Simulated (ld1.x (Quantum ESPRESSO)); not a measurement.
Logarithmic derivatives: Zn, TM

zinc, norm-conserving Troullier–Martins (Kleinman–Bylander form), made with ld1.x (Quantum ESPRESSO) 7.5 (BLYP, scalar-relativistic). Core [Ar] 3d10, reference 4s2 4p0. Waves: 4s (bound): rc 1.90 bohr; 4p (bound, empty): rc 3.25 bohr; 4d channel at -0.1 Ry: rc 3.25 bohr. Local part: all-electron potential smoothed inside 1.85 bohr (lloc = -1). Core correction: none.

The phase is arctan(r·u′/u) with u = r·R(r), unwrapped; energies in Ry, scanned from -2 to 5 Ry. A pole is an energy at which the radial function vanishes at the test radius. The pseudo phase is shifted by a multiple of π to meet the all-electron one at the reference energy, and phase errors are pseudo minus all-electron; the curves can meet again beyond the range given. Levels narrower than the energy grid can be missing from the lists of poles.

```tsv
channel	radius (bohr)	reference energy (Ry)	poles, all-electron	poles, pseudo	unbroken range about the reference energy with phases within 0.05 rad	phase error 1 Ry above the reference energy (rad)
s	3.55	-0.44	-0.09, 3.49	-0.09, 2.71, 4.57	below 1.0	-0.007
p	3.55	-0.08	0.63, 4.29	0.62, 3.47	below 1.5	-0.008
d	3.55	-0.10	-0.72, 1.90	1.36	-0.6 to 0.3	-0.379
```

Phases in the d channel:

| E (Ry) | all-electron | pseudo |
| --- | --- | --- |
| -2.00 | 1.380 | -1.756 |
| -1.76 | 1.369 | -1.766 |
| -1.52 | 1.355 | -1.778 |
| -1.28 | 1.337 | -1.792 |
| -1.04 | 1.310 | -1.810 |
| -0.80 | 1.211 | -1.833 |
| -0.56 | -1.844 | -1.863 |
| -0.32 | -1.904 | -1.907 |
| -0.08 | -1.978 | -1.978 |
| 0.16 | -2.102 | -2.113 |
| 0.40 | -2.364 | -2.464 |
| 0.64 | -3.034 | -3.555 |
| 0.88 | -3.950 | -4.349 |
| 1.12 | -4.360 | -4.596 |
| 1.36 | -4.535 | -4.711 |
| 1.60 | -4.632 | -4.786 |
| 1.84 | -4.698 | -4.847 |
| 2.08 | -4.750 | -4.908 |
| 2.32 | -4.798 | -4.979 |
| 2.56 | -4.851 | -5.074 |
| 2.80 | -4.917 | -5.223 |
| 3.04 | -5.021 | -5.497 |
| 3.28 | -5.232 | -6.042 |
| 3.52 | -5.852 | -6.756 |
| 3.76 | -6.984 | -7.195 |
| 4.00 | -7.437 | -7.412 |
| 4.24 | -7.603 | -7.532 |
| 4.48 | -7.687 | -7.606 |
| 4.72 | -7.739 | -7.658 |
| 4.96 | -7.776 | -7.695 |
